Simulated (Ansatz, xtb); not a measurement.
# A geometry optimisation of F2H3Si2+ with r2SCAN-D4/def2-SVP

The starting geometry of this gas-phase singlet has its atoms placed at random.

```yaml
atoms:
  - { symbol: F, position_ang: [-2.0991, 0.4111, -0.3263] }
  - { symbol: F, position_ang: [0.3859, 0.0096, 1.3497] }
  - { symbol: Si, position_ang: [0.3810, 0.7292, -0.6105] }
  - { symbol: Si, position_ang: [-1.1851, -1.8553, -0.0291] }
  - { symbol: H, position_ang: [0.1059, -0.2700, 1.9954] }
  - { symbol: H, position_ang: [-1.9209, -0.4354, -0.0034] }
  - { symbol: H, position_ang: [-0.2088, -1.3181, 1.2206] }
```

Guess where an optimisation with r2SCAN-D4/def2-SVP ends from this start.

It ends as a structure with H7 bridging Si3 and Si4, given below by its coordinates. Distances that change by over a tenth: F2–H5 (0.76 → 0.94 Å). Contacts that open: Si4–H6 (1.60 → 4.17 Å). Contacts that close: Si3–Si4 (3.08 → 2.37 Å), Si3–H7 (2.81 → 1.73 Å).

The energy falls by 6.69 eV over 42 steps:

```csv
step,E − E(last) (eV)
1,6.687
6,0.959
10,0.736
15,0.582
19,0.498
24,0.425
28,0.399
33,0.375
37,0.129
42,0.000
```

Final geometry (Å):

```xyz
7

F    -1.5486    0.6222   -0.2448
F    -0.5453   -0.2321    2.0537
Si   -0.9649   -1.2460   -1.0313
Si   -0.0680   -2.0103    1.0252
H    -0.1547   -0.1369    2.9063
H    -1.8128    1.2672   -0.8793
H     0.5531   -0.9930   -0.2335
```

From the same start GFN2-xTB ends elsewhere, in pieces: HSi2 + FH + FH.

From so rough a start the end depends on the optimiser's path, so another program may land elsewhere. No frequencies were run, so the end isn't proven a minimum. Run with Ansatz 0.2.0, 3.8 min on 1 thread of AMD EPYC (Zen 3), on a shared host.
